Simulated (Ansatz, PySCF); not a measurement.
Process, species as SMILES: [F][K] → [F][K] as doublet, charge +1 + e-

Wanted: adiabatic ionisation energy (0 K, with zero-point energies), in eV. Conventions: six Cartesian d functions in 6-31G* and its kin unless marked 5d; UHF or UKS for open shells; frozen cores in correlated levels (noble-gas shells and the d and f shells of earlier blocks; the outer core of K, Ca and congeners matters and is frozen too); non-relativistic; LANL2DZ with its own core potentials from Na on; no spin-orbit coupling; 6-311+G** with 5d. First-principles rows: single points at B3LYP-D3(BJ) geometries (Ansatz, an electronic-structure program), with unscaled harmonic terms from B3LYP/6-31G* (LANL2DZ past Ar) at its own minima. The spin state of an ion or metal species was assumed, not searched.

| level | program | adiabatic ionisation energy (0 K, with zero-point energies) (eV) |
|---|---|---|
| HF/LANL2DZ | Ansatz | 6.29 |
| HF/6-31G* with LANL2DZ past Ar | Ansatz | 5.72 |
| PBE/def2-SVP | Ansatz | 8.91 |
| B3LYP/LANL2DZ | Ansatz | 8.26 |
| M06-2X/6-311+G** | PySCF | 9.15 |
| MP2/STO-3G | Ansatz | 1.58 |
| wB97M-V/def2-TZVPD | Ansatz | 9.15 |
| B2PLYP-D3(BJ)/def2-TZVPD | Ansatz + dftd3 | 9.14 |

No value to compare with is used here. The 6 habitual levels span 1.58 (MP2/STO-3G) to 9.15 eV (M06-2X/6-311+G**); B2PLYP-D3(BJ)/def2-TZVPD gives 9.14.

The levels are drawn from those run, B3LYP/6-31G* more often than the rest, none by its result; runs whose electronic state is in doubt are left out.
